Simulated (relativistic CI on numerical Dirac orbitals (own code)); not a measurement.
# Te: calculation against measurement

Computed by Dirac-Coulomb-Breit CI, separate exchange-only KLI orbitals for each configuration, a model potential for QED, valence Slater integrals scaled by 0.85, configuration energies shifted to the measured levels that pair with them (semi-empirical) (own radial code, finite nucleus).

Configuration list (outside the closed core [Kr] 4d10): 5s2.5p4, 5s2.5p3.6s, 5s2.5p3.6p, 5s2.5p3.5d, 5s.5p5, 5s2.5p3.7s, 5s2.5p2.5d2, 5s2.5p3.7p, 5s2.5p3.6d, 5s2.5p3.4f, 5s2.5p3.7d, 5s2.5p3.5f, 5s2.5p3.5g, 5s2.5p3.6f, 5s2.5p3.7f, 5p6. Levels of other configurations are missing.

```tsv
Configuration	Term (tabulated)	J	Measured (cm⁻¹)	Computed	Error	Purity (%)
5s2.5p4	3P	2	0.0	0	0	93
5s2.5p4	3P †	0	4706.5	4353	-353	84
5s2.5p4	3P †	1	4750.7	4684	-66	99
5s2.5p4	1D	2	10557.9	11439	881	93
5s2.5p4	1S	0	23198.4	20473	-2726	82
5s2.5p3.6s	5S°	2	44253.0	42679	-1574	94
5s2.5p3.6s	3S°	1	46652.7	45490	-1162	92
5s2.5p3.6p	5P	1	54160.1	54191	31	92
5s2.5p3.6p	5P	2	54199.1	54245	45	89
5s2.5p3.6p	5P	3	54535.3	54492	-44	94
5s2.5p3.6s	3D°	1	54683.9	54691	7	76
5s2.5p3.6s	3D°	2	54880.1	54880	0	64
5s2.5p3.6p	3P	1	55355.7	55426	70	91
5s2.5p3.6p	3P	2	55667.8	55637	-31	89
5s2.5p3.5d	5D°	3	55677.7	55693	15	84
5s2.5p3.6p	3P	0	55809.1	55755	-54	97
5s2.5p3.5d	5D°	4	55816.2	55742	-74	92
5s2.5p3.5d	5D°	2	55817.3	55816	-2	85
5s2.5p3.5d	5D°	0	55826.5	55821	-6	92
5s2.5p3.5d	5D°	1	55851.5	55836	-16	90
5s2.5p3.5d	3D°	1	58746.1	58748	2	85
5s2.5p3.5d	3D°	3	58827.0	58845	18	81
```

Measured levels from NIST Handbook of Basic Atomic Spectroscopic Data (Sansonetti and Martin, J. Phys. Chem. Ref. Data 34, 1559 (2005)); pairs were made by configuration, J and term (by order where the table uses no LS term), so strongly mixed levels may be paired wrongly.

Mean error by configuration (cm⁻¹): 5s2.5p4 -922; 5s2.5p3.6s -682; 5s2.5p3.6p 3; 5s2.5p3.5d -9. Over the excited levels the mean absolute error is 356 cm⁻¹ (21 of the 23 excited levels that our extract of the source holds in range could be paired, and the others can miss by more), and the median relative error of those above 1,000 cm⁻¹ is 0.056 %, both after the shifts were fitted to these levels, so that a configuration with one level shows no error. † marks terms whose computed intervals miss the measured ones by more than a factor of 2.5, or configurations far off the rest, from wrong mixing, a near crossing or a doubtful label or measurement; they are left out of the means.

Transition probabilities of persistent lines. The last column rescales the computed rate by the cube of measured over computed energy:

```
λ measured (Å)         Lower             Upper  A tabulated (s⁻¹)  A computed  A rescaled
   2142.82 air  5s2.5p4 3P_2  5s2.5p3.6s 3S°_1           3.11e+08    3.33e+08    3.59e+08
   2259.03 air  5s2.5p4 3P_2  5s2.5p3.6s 5S°_2           1.30e+07    1.00e+07    1.12e+07
   2383.28 air  5s2.5p4 3P_0  5s2.5p3.6s 3S°_1           4.00e+07    5.07e+07    5.37e+07
   2385.79 air  5s2.5p4 3P_1  5s2.5p3.6s 3S°_1           8.10e+07    1.04e+08    1.13e+08
```

Configurations whose levels could be paired with our table of measured levels were shifted onto them, all but the ground configuration, by the median error of their levels; single terms can still be off by 1,000 to 2,000 cm⁻¹ or more, and rates follow the energies as ν³ (E1, M1) or ν⁵ (E2). The others borrow a shift and can be off by several thousand cm⁻¹ or more. The fine structure of a lone outer electron comes out too small, for d and f at times inverted, and misplaced configurations move strength between like terms. 21 of the 23 excited levels that our extract of the measured tables holds in this range could be paired (the sources list more); they are missed by 342 cm⁻¹ on average and 2726 at most, after the shifts were fitted to these levels, and levels without a partner can miss by more.

Shifts applied (cm⁻¹): 5s2.5p4 0; 5s2.5p3.6s -2298; 5s2.5p3.6p 103; 5s2.5p3.5d -816.
